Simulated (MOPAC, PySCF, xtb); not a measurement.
Complex: N2 (SMILES N#N) (first 2 atoms) with CH2F2 (SMILES FCF); geometry from B3LYP-D3(BJ)/def2-TZVP, rigid monomers moved along the line of their centres of mass till N2···C4 is 2.99 Å.
(charge 0, multiplicity 1):
```xyz
7

N      0.3584     0.0622    -0.2647
N     -0.4931    -0.0304     0.4104
F      0.4290    -1.2984     2.8961
C     -0.3120    -0.2649     3.3852
F      0.3223     0.9017     3.0803
H     -0.3678    -0.3585     4.4710
H     -1.2863    -0.2711     2.8956
```

Interaction energies are E(AB) − E(A) − E(B) at the monomers' geometry in the complex; basis-set methods are counterpoise corrected. Rows marked so take none.

Rows in 3-21G, 6-31G* carry no dispersion term and start afresh at each structure (6-31G* with six Cartesian d functions). The state that PM6 reach isn't checked.

Run with MOPAC for PM6 (differences of heats of formation); PySCF for 3-21G rows, 6-31G* rows; xtb for the GFN methods. Each number belongs to the level named beside it.

Q: One of these levels gives 1.47 kcal/mol for the interaction energy. Name it.
A. B3LYP/3-21G (no counterpoise)
B. PM6
C. HF/6-31G*
D. GFN1-xTB

A: C, HF/6-31G*. The others give -0.14 (PM6), -0.59 (GFN1-xTB), -1.87 (B3LYP/3-21G (no counterpoise))
